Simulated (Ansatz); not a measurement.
Gas-phase reaction in SMILES: BN (BNH4) → NB (BNH4) as triplet, charge 0 (to the triplet)

Wanted: adiabatic triplet-singlet gap, E(triplet) - E(singlet) (0 K, with zero-point energies), in eV. Conventions: UHF or UKS for open shells; no dispersion term unless named; non-relativistic; no spin-orbit coupling. Ab initio and DFT rows: single points at B3LYP-D3(BJ) geometries (Ansatz, a program for electronic structure), with unscaled harmonic terms from B3LYP/6-31G* at its own minima. Levels can end on unlike triplets.

```
species                         coefficient  E at B3LYP/STO-3G (Ansatz), Eh  E at wB97M-V/def2-TZVPD (Ansatz), Eh  zero-point energy, kcal/mol
------------------------------  -----------  ------------------------------  ------------------------------------  ---------------------------
BN (BNH4)                                -1                       -80.99507                             -82.02329                        30.17
BN (BNH4) as triplet, charge 0           +1                       -80.80949                             -81.85872                        26.37
```

 1 Eh = 27.2114 eV and 1 eV = 23.0605 kcal/mol.

Task: Work the quantity out at each level.

Result: 
- B3LYP/STO-3G: the sum of coefficient times E is 0.18558 Eh, or 5.050 eV; the thermal terms add -0.165. Result: 4.89 eV.
- wB97M-V/def2-TZVPD: the sum of coefficient times E is 0.16457 Eh, or 4.478 eV; the thermal terms add -0.165. Result: 4.31 eV.
